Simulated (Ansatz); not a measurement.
A run for Ansatz (a quantum-chemistry and plane-wave program): R-PBE/def2-TZVPP on GeH4S (SMILES [SH][GeH3]), a point of a torsion scan.

Ansatz 0.2 input:
```yaml
crystal:
  periodic: [false, false, false]
  atoms:
    - {symbol: S, position_ang: [1.48644051, -0.83934317, -0.12525773]}
    - {symbol: Ge, position_ang: [-0.54256022, -0.01287503, 0.01447203]}
    - {symbol: H, position_ang: [2.08392926, 0.33613887, 0.02137655]}
    - {symbol: H, position_ang: [-0.61730646, 1.28822306, -0.72790153]}
    - {symbol: H, position_ang: [-0.92991364, 0.23222295, 1.44494962]}
    - {symbol: H, position_ang: [-1.47925232, -1.00646024, -0.58907412]}
basis:
  gaussian:
    orbitals: def2-TZVPP
hamiltonian:
  xc: {name: PBE}
scf: {lower_state_search: off}
```

Task: What total energy does the run end on?

Result: -2477.1252 hartree.
